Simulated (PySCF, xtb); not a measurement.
B2ORh, SMILES [B][Rh-][B][O] (connectivity only; charge and spin as stated), charge -1, multiplicity 1. The values are those of a single conformer.

Harmonic wavenumbers (cm⁻¹) from xtb 6.7.1 with GFN2-xTB at its own minimum, in rising order: 108, 228, 279, 346, 968, 1847.

Task: What does PBE-D3(BJ)/def2-SVPD (PySCF 2.14.0) give at its own minimum? (An estimate is asked for; the answer gives what the named calculation found.)

Result: 132, 324, 351, 424, 850, 1746. Paired by order, the mean absolute difference is 81 cm⁻¹ and the zero-point energies are 5.4 and 5.5 kcal/mol.
